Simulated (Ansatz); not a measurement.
Coupled-cluster diagnostics for Cu(CO)H (CHCuO), Ansatz.

Geometry of the singlet (PBE0-D4/def2-TZVP):

```tsv
atom	x (Å)	y (Å)	z (Å)
Cu1	-0.427	0.656	0.250
C2	0.533	-0.814	-0.314
O3	1.117	-1.712	-0.655
H4	-1.223	1.869	0.719
```

Correlated methods freeze 11 core orbitals. In CCSD on the charge 1 doublet the largest single amplitude is 0.24, so its Hartree–Fock determinant may place the open shell otherwise than the density functionals do.

(1) Estimate the CCSD(T) correlation energy, the shares of MP2 and (T), T1 and the reference's ⟨S²⟩ for: charge 0, singlet, own geometry in def2-TZVPP; charge 0, singlet, own geometry in def2-TZVPD; charge 1, doublet, vertical in def2-TZVPP; charge -1, doublet, vertical in def2-TZVPD; and the rough time on 4 threads of Arm Neoverse V2 on a shared host.

Results:

(1) 
```tsv
state	basis	correlation (eV)	MP2 share (%)	(T) share (%)	T1	⟨S²⟩ (pure)	wall time
charge 0, singlet, own geometry	def2-TZVPP	-24.244	103.9	5.0	0.030	0.00 (0.00)	8.5 s
charge 0, singlet, own geometry	def2-TZVPD	-22.228	103.5	4.8	0.032	0.00 (0.00)	8 s
charge 1, doublet, vertical	def2-TZVPP	-22.908	103.4	4.6	0.047	0.76 (0.75)	34 s
charge -1, doublet, vertical	def2-TZVPD	-22.575	102.9	4.7	0.035	0.76 (0.75)	39 s
```
Customary marks for T1 are 0.02 (closed shells), 0.045 (open shells) and about 0.05 (3d metals). T1 exceeds 0.02 in 4 of 4 rows and 0.045 in 1; the higher it lies, the less the single-reference result can be trusted.
